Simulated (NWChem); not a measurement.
All runs are NWChem calculations. System: ClSi (+1), charge 1, spin multiplicity 1, at a geometry optimised with PBE/def2-SVP. The structure started from a generated list of species. Level: TD-B3LYP/6-31G* (spherical d), VWN1-RPA local correlation.

NWChem printed:

```
             Northwest Computational Chemistry Package (NWChem) 7.3.0
             --------------------------------------------------------

                                NWChem Input Module
                                -------------------

 Scaling coordinates for geometry "geometry" by  1.889725989
 (inverse scale =  0.529177249)

                             Geometry "geometry" -> ""
                             -------------------------

 Output coordinates in angstroms (scale by  1.889725989 to convert to a.u.)

  No.       Tag          Charge          X              Y              Z
 ---- ---------------- ---------- -------------- -------------- --------------
    1 Si                  14.0000     0.00000000     0.00000000     1.09341700
    2 Cl                  17.0000     0.00000000     0.00000000    -0.90046100

 Effective nuclear repulsion energy (a.u.)      63.1654420491

            Nuclear Dipole moment (a.u.)
            ----------------------------
        X                 Y               Z
 ---------------- ---------------- ----------------
     0.0000000000     0.0000000000     0.0000018897


 Summary of "ao basis" -> "" (spherical)
 ------------------------------------------------------------------------------
       Tag                 Description            Shells   Functions and Types
 ---------------- ------------------------------  ------  ---------------------
 *                           6-31g*                   on all atoms

                                 NWChem DFT Module
                                 -----------------

 Summary of "ao basis" -> "ao basis" (spherical)
 ------------------------------------------------------------------------------
       Tag                 Description            Shells   Functions and Types
 ---------------- ------------------------------  ------  ---------------------
 Si                          6-31g*                  8       18   4s3p1d
 Cl                          6-31g*                  8       18   4s3p1d

 Summary of "ao basis" -> "ao basis" (spherical)
 ------------------------------------------------------------------------------
       Tag                 Description            Shells   Functions and Types
 ---------------- ------------------------------  ------  ---------------------
 Si                          6-31g*                  8       18   4s3p1d
 Cl                          6-31g*                  8       18   4s3p1d

            General Information
            -------------------
          SCF calculation type: DFT
          Wavefunction type:  closed shell.
          No. of atoms     :     2
          No. of electrons :    30
           Alpha electrons :    15
            Beta electrons :    15
          Charge           :     1
          Spin multiplicity:     1
          Use of symmetry is: off; symmetry adaption is: off
          Maximum number of iterations: 100
          AO basis - number of functions:    36
                     number of shells:    16
          Convergence on energy requested:  1.00D-06
          Convergence on density requested:  1.00D-05
          Convergence on gradient requested:  5.00D-04

              XC Information
              --------------
                         B3LYP Method XC Potential
                     Hartree-Fock (Exact) Exchange  0.200
                        Slater Exchange Functional  0.800 local
                    Becke 1988 Exchange Functional  0.720 non-local
              Lee-Yang-Parr Correlation Functional  0.810
                  VWN I RPA Correlation Functional  0.190 local

             Grid Information
             ----------------
          Grid used for XC integration:  medium
          Radial quadrature: Mura-Knowles
          Angular quadrature: Lebedev.
          Tag              B.-S. Rad. Rad. Pts. Rad. Cut. Ang. Pts.
          ---              ---------- --------- --------- ---------
          Si                  1.10       88           8.0       590
          Cl                  1.00       88           8.0       590
          Grid pruning is: on
          Number of quadrature shells:   176
          Spatial weights used:  Erf1

          Convergence Information
[...]
  ----------------------------------------------------------------------------
     Transition Moments    X -0.00000   Y -0.00000   Z -0.00000
     Transition Moments   XX -0.00065  XY  0.44209  XZ -0.00000
     Transition Moments   YY  0.00065  YZ -0.00000  ZZ  0.00000
     Dipole Oscillator Strength                    0.0000000000
     Electric Quadrupole                           0.0000000083
     Magnetic Dipole                               0.0000000000
     Total Oscillator Strength                     0.0000000083

          sigma_e =   1.5743 Angstrom
          sigma_h =   1.1884 Angstrom
         |d_h->e| =   1.5771 Angstrom
            d_exc =   2.5263 Angstrom
            d_CD1 =   1.9630 Angstrom
            d_CD2 =   0.1957 Angstrom
            d_CD3 =   4.1034 Angstrom
     Pearson C.C. =  -0.0011

     Occ.   13  a   ---  Virt.   16  a    0.65084 X
     Occ.   13  a   ---  Virt.   17  a   -0.27601 X
     Occ.   14  a   ---  Virt.   16  a   -0.27601 X
     Occ.   14  a   ---  Virt.   17  a   -0.65084 X
  ----------------------------------------------------------------------------
  Root   6 singlet a              0.252140996 a.u.                6.8611 eV
  ----------------------------------------------------------------------------
     Transition Moments    X -0.00000   Y -0.00000   Z  0.73119
     Transition Moments   XX  0.62006  XY  0.00000  XZ  0.00000
     Transition Moments   YY  0.62006  YZ -0.00000  ZZ -1.32510
     Dipole Oscillator Strength                    0.0898706530
     Electric Quadrupole                           0.0000001077
     Magnetic Dipole                               0.0000000000
     Total Oscillator Strength                     0.0898707606

          sigma_e =   1.6497 Angstrom
          sigma_h =   1.3260 Angstrom
         |d_h->e| =   1.4218 Angstrom
            d_exc =   2.5704 Angstrom
            d_CD1 =   1.7455 Angstrom
            d_CD2 =  -0.0660 Angstrom
            d_CD3 =   3.9922 Angstrom
     Pearson C.C. =  -0.0243

     Occ.   12  a   ---  Virt.   18  a   -0.08950 X
     Occ.   13  a   ---  Virt.   16  a   -0.65647 X
     Occ.   13  a   ---  Virt.   16  a    0.07668 Y
     Occ.   14  a   ---  Virt.   17  a   -0.65647 X
     Occ.   14  a   ---  Virt.   17  a    0.07668 Y
     Occ.   15  a   ---  Virt.   18  a    0.35696 X
     Occ.   15  a   ---  Virt.   20  a    0.06511 X
  ----------------------------------------------------------------------------
  Root   7 singlet a              0.335190561 a.u.                9.1210 eV
  ----------------------------------------------------------------------------
     Transition Moments    X  0.16308   Y -0.11196   Z  0.00000
     Transition Moments   XX  0.00000  XY  0.00000  XZ -0.55032
     Transition Moments   YY -0.00000  YZ  0.37781  ZZ  0.00000
     Dipole Oscillator Strength                    0.0087439514
     Electric Quadrupole                           0.0000000894
     Magnetic Dipole                               0.0000001827
     Total Oscillator Strength                     0.0087442235

          sigma_e =   1.8695 Angstrom
          sigma_h =   1.2039 Angstrom
         |d_h->e| =   1.5464 Angstrom
            d_exc =   2.7118 Angstrom
            d_CD1 =   2.2120 Angstrom
            d_CD2 =   0.0097 Angstrom
            d_CD3 =   4.2581 Angstrom
     Pearson C.C. =  -0.0040

     Occ.   12  a   ---  Virt.   16  a    0.17447 X
     Occ.   13  a   ---  Virt.   18  a    0.98238 X
     Occ.   14  a   ---  Virt.   18  a   -0.05351 X
  ----------------------------------------------------------------------------
  Root   8 singlet a              0.335190562 a.u.                9.1210 eV
  ----------------------------------------------------------------------------
     Transition Moments    X -0.11196   Y -0.16308   Z  0.00000
     Transition Moments   XX  0.00000  XY -0.00000  XZ  0.37780
     Transition Moments   YY -0.00000  YZ  0.55030  ZZ  0.00000
     Dipole Oscillator Strength                    0.0087440903
     Electric Quadrupole                           0.0000000894
     Magnetic Dipole                               0.0000001827
     Total Oscillator Strength                     0.0087443624

          sigma_e =   1.8695 Angstrom
          sigma_h =   1.2039 Angstrom
         |d_h->e| =   1.5464 Angstrom
            d_exc =   2.7118 Angstrom
            d_CD1 =   2.2120 Angstrom
            d_CD2 =   0.0097 Angstrom
            d_CD3 =   4.2581 Angstrom
     Pearson C.C. =  -0.0040

     Occ.   12  a   ---  Virt.   17  a   -0.17447 X
     Occ.   13  a   ---  Virt.   18  a   -0.05351 X
     Occ.   14  a   ---  Virt.   18  a   -0.98238 X
  ----------------------------------------------------------------------------
  Root   9 singlet a              0.380542277 a.u.               10.3551 eV
  ----------------------------------------------------------------------------
     Transition Moments    X  0.00000   Y  0.00000   Z  2.41280
     Transition Moments   XX -0.11587  XY  0.00000  XZ  0.00000
     Transition Moments   YY -0.11587  YZ  0.00000  ZZ  5.19151
     Dipole Oscillator Strength                    1.4769135555
     Electric Quadrupole                           0.0000027554
     Magnetic Dipole                               0.0000000000
     Total Oscillator Strength                     1.4769163109

          sigma_e =   2.1407 Angstrom
          sigma_h =   1.6770 Angstrom
         |d_h->e| =   0.4980 Angstrom
            d_exc =   2.6690 Angstrom
            d_CD1 =   0.9617 Angstrom
            d_CD2 =  -1.4109 Angstrom
            d_CD3 =   3.1670 Angstrom
     Pearson C.C. =   0.0723

     Occ.   12  a   ---  Virt.   19  a   -0.05187 X
     Occ.   13  a   ---  Virt.   16  a   -0.24651 X
     Occ.   13  a   ---  Virt.   16  a    0.07885 Y
     Occ.   14  a   ---  Virt.   17  a   -0.24651 X
     Occ.   14  a   ---  Virt.   17  a    0.07885 Y
     Occ.   15  a   ---  Virt.   18  a   -0.92695 X
     Occ.   15  a   ---  Virt.   18  a    0.09525 Y
     Occ.   15  a   ---  Virt.   19  a    0.06380 X
     Occ.   15  a   ---  Virt.   20  a    0.15154 X
     Occ.   15  a   ---  Virt.   23  a   -0.05475 X
  ----------------------------------------------------------------------------
  Root  10 singlet a              0.384866980 a.u.               10.4728 eV
  ----------------------------------------------------------------------------
     Transition Moments    X  0.91709   Y -0.65615   Z  0.00000
     Transition Moments   XX  0.00000  XY -0.00000  XZ  1.58469
     Transition Moments   YY -0.00000  YZ -1.13379  ZZ  0.00000
     Dipole Oscillator Strength                    0.3262604210
     Electric Quadrupole                           0.0000011526
     Magnetic Dipole                               0.0000010647
     Total Oscillator Strength                     0.3262626382

          sigma_e =   1.6592 Angstrom
          sigma_h =   1.5097 Angstrom
         |d_h->e| =   0.8058 Angstrom
            d_exc =   2.4189 Angstrom
            d_CD1 =   0.9553 Angstrom
            d_CD2 =  -0.7786 Angstrom
            d_CD3 =   3.2247 Angstrom
     Pearson C.C. =  -0.0338

     Occ.   12  a   ---  Virt.   16  a   -0.96822 X
     Occ.   12  a   ---  Virt.   16  a    0.05992 Y
     Occ.   13  a   ---  Virt.   18  a    0.16950 X
     Occ.   13  a   ---  Virt.   19  a    0.08231 X
     Occ.   15  a   ---  Virt.   16  a   -0.15479 X
     Occ.   15  a   ---  Virt.   16  a    0.06716 Y
     Occ.   15  a   ---  Virt.   24  a    0.05859 X

              Target root =      1
          Target symmetry = none
      Ground state energy =   -749.380912380778
        Excitation energy =      0.193353498850
     Excited state energy =   -749.187558881928

  stored tddft:energy   -749.18755888192766

 Task  times  cpu:       24.9s     wall:       24.9s

 Total times  cpu:       24.9s     wall:       24.9s
```

**Question.** Write an NWChem input that would produce this output.

**Answer.** This is not unique; one that fits is 
```
start mol
memory heap 200 mb stack 900 mb global 1100 mb
charge 1
geometry units angstroms nocenter noautoz noautosym
  Si     0.000000     0.000000     1.093417
  Cl     0.000000     0.000000    -0.900461
end
basis spherical
  * library 6-31g*
end
dft
  xc b3lyp
  semidirect memsize 60000000 filesize 0
  iterations 100
end
tddft
  rpa
  nroots 10
  notriplet
end
task tddft energy
```
